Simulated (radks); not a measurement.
All-electron atom: Ge IV in [Ar] 3d7 4s0.5 4p3.5 (fractional occupations, a model configuration). Calculated with a radial shooting solver on a logarithmic mesh with Libxc functionals: Dirac Kohn-Sham, BLYP, spin-unpolarised, spherical densities, finite nucleus; open shells fill j = l - 1/2 first; Fermi nuclear charge, rms radius 4.0742 fm.

Normalised radial functions P(r) = r R(r) (large component), r in bohr:

r           4s1/2    4p3/2
0.004485   0.0708   0.0026
0.006637   0.0963   0.0055
0.009822   0.1261   0.0114
0.01454    0.1552   0.0230
0.02169    0.1724   0.0454
0.03209    0.1563   0.0837
0.0475     0.0816   0.1422
0.07029   -0.0630   0.2127
0.104     -0.2318   0.2579
0.154     -0.2879   0.2034
0.2278    -0.0791  -0.0129
0.3399     0.3219  -0.3155
0.503      0.4481  -0.4008
0.7444    -0.0236  -0.0464
1.102     -0.7030   0.5389
1.63      -0.8761   0.8310
2.413     -0.4785   0.5877
3.571     -0.1100   0.1942
5.327     -0.0074   0.0221

4s1/2: eigenvalue -51.352 eV, 3 radial nodes at r = 0.0604, 0.248, 0.735 bohr, <r> = 1.64 bohr, 90 % of the charge inside 2.39 bohr. 4p3/2: eigenvalue -38.555 eV, 2 radial nodes at r = 0.224, 0.769 bohr, <r> = 1.86 bohr, 90 % of the charge inside 2.74 bohr.
